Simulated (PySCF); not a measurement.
B2Cl4, SMILES ClB(Cl)B(Cl)Cl (connectivity only; charge and spin as stated), charge -1, multiplicity 2. Atoms are numbered in the order given.

```xyz
6

Cl     0.0000     1.5182    -1.8074
B      0.0000     0.0000    -0.8104
Cl     0.0000    -1.5182    -1.8074
B      0.0000     0.0000     0.8104
Cl     0.0000     1.5182     1.8074
Cl     0.0000    -1.5182     1.8074
```
Charge -1, spin multiplicity 2.

The structure is a stationary point at PBE0-D3(BJ)/def2-SVPD. The multiplicity is an assumed one; no other spin state was optimised. Other conformers were not sampled.

Calculation: PBE/pcH-1 in PySCF.

Unrestricted Kohn–Sham, ⟨S²⟩ = 0.752. Hyperfine tensors hold the contact and dipolar terms, without spin-orbit corrections.

Computed hyperfine couplings:
```json
[
 {"nucleus": "35Cl no. 1", "A(iso) (MHz)": "1.2", "A(iso) (G)": "0.4", "dipolar principal values (MHz)": "-12.7, -9.0, 21.6"},
 {"nucleus": "11B no. 2", "A(iso) (MHz)": "4.7", "A(iso) (G)": "1.7", "dipolar principal values (MHz)": "-24.9, -23.2, 48.1"},
 {"nucleus": "35Cl no. 3", "A(iso) (MHz)": "1.2", "A(iso) (G)": "0.4", "dipolar principal values (MHz)": "-12.7, -9.0, 21.6"},
 {"nucleus": "11B no. 4", "A(iso) (MHz)": "4.7", "A(iso) (G)": "1.7", "dipolar principal values (MHz)": "-24.9, -23.2, 48.1"},
 {"nucleus": "35Cl no. 5", "A(iso) (MHz)": "1.2", "A(iso) (G)": "0.4", "dipolar principal values (MHz)": "-12.7, -9.0, 21.6"},
 {"nucleus": "35Cl no. 6", "A(iso) (MHz)": "1.2", "A(iso) (G)": "0.4", "dipolar principal values (MHz)": "-12.7, -9.0, 21.6"}
]
```
